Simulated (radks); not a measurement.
Values are calculated unless marked as measured or tabulated.
The table gives one normalised radial function P(r) = r R(r) of Eu2+ in [Xe] 4f7 (r in bohr). Level of theory: scalar-relativistic Kohn-Sham, r2SCAN, spin-polarised, spherical densities, finite nucleus; open shells are filled with parallel spins first (spin-orbit coupling, left out, can overturn this in heavy ions); meta-GGA in the generalised Kohn-Sham scheme; Fermi nuclear charge, rms radius 5.1115 fm (a radial shooting solver on a logarithmic mesh with Libxc functionals).

r         P
0.002443   0.0000
0.003232   0.0000
0.004276   0.0000
0.005658   0.0000
0.007486   0.0000
0.009905   0.0000
0.01311    0.0001
0.0172     0.0002
0.02276    0.0005
0.03012    0.0014
0.03985    0.0037
0.05272    0.0094
0.06976    0.0227
0.0923     0.0518
0.1221     0.1101
0.1616     0.2144
0.2138     0.3768
0.2829     0.5885
0.3743     0.8076
0.4952     0.9631
0.6553     0.9882
0.867      0.8831
1.147      0.7074
1.518      0.5211
2.008      0.3523
2.657      0.2122
3.516      0.1129
4.652      0.0516

Which n and l does it have? It may be an empty orbital.

Answer. n = 4, l = 3: the number of nodes gives n - l - 1 = 0, the rise at small r (about r^(l+1), flatter next to the nucleus through relativity) gives l, and the extent must fit the shell. The curve is that of 4f down; the table hardly tells the two spins apart. 4f down (empty): eigenvalue -11.171 eV, 0 radial nodes, <r> = 1.03 bohr, 90 % of the charge inside 1.87 bohr.
